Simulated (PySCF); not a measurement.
**Nuclear quadrupole coupling in `FC[SiH2]N[Si@@H](F)C[SiH3]`**

Compound: C2H11F2NSi3.
Cartesian coordinates in Å at the GFN2-xTB level; atoms count from 1:
```xyz
19
C2H11F2NSi3 angstrom
F      2.517    2.170    0.186
C      2.969    1.255   -0.750
Si     2.235   -0.479   -0.394
N      0.539   -0.212   -0.224
Si    -0.729   -1.381   -0.200
F     -0.057   -2.727    0.393
C     -2.139   -0.816    0.918
Si    -2.814    0.924    0.566
H      4.058    1.266   -0.687
H      2.677    1.654   -1.724
H      2.506   -1.332   -1.553
H      2.841   -1.009    0.830
H      0.261    0.741   -0.051
H     -1.128   -1.781   -1.543
H     -1.811   -0.860    1.957
H     -2.954   -1.533    0.830
H     -1.795    1.935    0.867
H     -3.202    1.030   -0.843
H     -3.985    1.164    1.415
```

Field gradients from the PBE0/pcSseg-1 density (PySCF, non-relativistic), principal values in atomic units, ordered |Vxx| ≤ |Vyy| ≤ |Vzz|:

```json
{"atom": "N4", "Vxx": "0.2193", "Vyy": "0.5403", "Vzz": "-0.7596"}
```

Question: Find the asymmetry η = (Vxx − Vyy)/Vzz and the couplings χ = eQV/h (234.96 MHz × Q in barn × V in au), with Q(14N) = 0.02044 b.

Answer: 
| atom | environment | nucleus | η | χzz (MHz) | χxx (MHz) | χyy (MHz) |
| --- | --- | --- | --- | --- | --- | --- |
| N4 | nitrogen bridging silicon atoms | 14N | 0.42 | -3.648 | 1.053 | 2.595 |

Question: What is Vzz at N4 in SI units (1 au = 9.71736 × 10²¹ V/m²)?

Answer: -0.7596 au = -7.381 × 10²¹ V/m².

Question: What couplings would deuterons (Q(2H) = 0.00286 b) have in place of the hydrogens, at this geometry?

Answer: 
```json
{"atom": "H9", "bonded to": "C2", "bond length (Å)": "1.091", "Vzz (au)": "0.3022", "η": "0.10", "χzz (kHz)": "203"}
{"atom": "H10", "bonded to": "C2", "bond length (Å)": "1.092", "Vzz (au)": "0.2995", "η": "0.10", "χzz (kHz)": "201"}
{"atom": "H11", "bonded to": "Si3", "bond length (Å)": "1.464", "Vzz (au)": "0.1591", "η": "0.04", "χzz (kHz)": "107"}
{"atom": "H12", "bonded to": "Si3", "bond length (Å)": "1.465", "Vzz (au)": "0.1583", "η": "0.02", "χzz (kHz)": "106"}
{"atom": "H13", "bonded to": "N4", "bond length (Å)": "1.007", "Vzz (au)": "0.4298", "η": "0.16", "χzz (kHz)": "289"}
{"atom": "H14", "bonded to": "Si5", "bond length (Å)": "1.457", "Vzz (au)": "0.1627", "η": "0.02", "χzz (kHz)": "109"}
{"atom": "H15", "bonded to": "C7", "bond length (Å)": "1.090", "Vzz (au)": "0.3187", "η": "0.01", "χzz (kHz)": "214"}
{"atom": "H16", "bonded to": "C7", "bond length (Å)": "1.089", "Vzz (au)": "0.3210", "η": "0.01", "χzz (kHz)": "216"}
{"atom": "H17", "bonded to": "Si8", "bond length (Å)": "1.466", "Vzz (au)": "0.1600", "η": "0.03", "χzz (kHz)": "108"}
{"atom": "H18", "bonded to": "Si8", "bond length (Å)": "1.465", "Vzz (au)": "0.1607", "η": "0.02", "χzz (kHz)": "108"}
{"atom": "H19", "bonded to": "Si8", "bond length (Å)": "1.466", "Vzz (au)": "0.1605", "η": "0.01", "χzz (kHz)": "108"}
```

The structure is a single GFN2-xTB conformer in the gas phase; no vibrational or solvent corrections. GFN2-xTB bond lengths can be off by several hundredths of an ångström, more for odd bonds, and the gradients follow them. The basis is small and wasn't made for field gradients, so the couplings can be 20 % off.
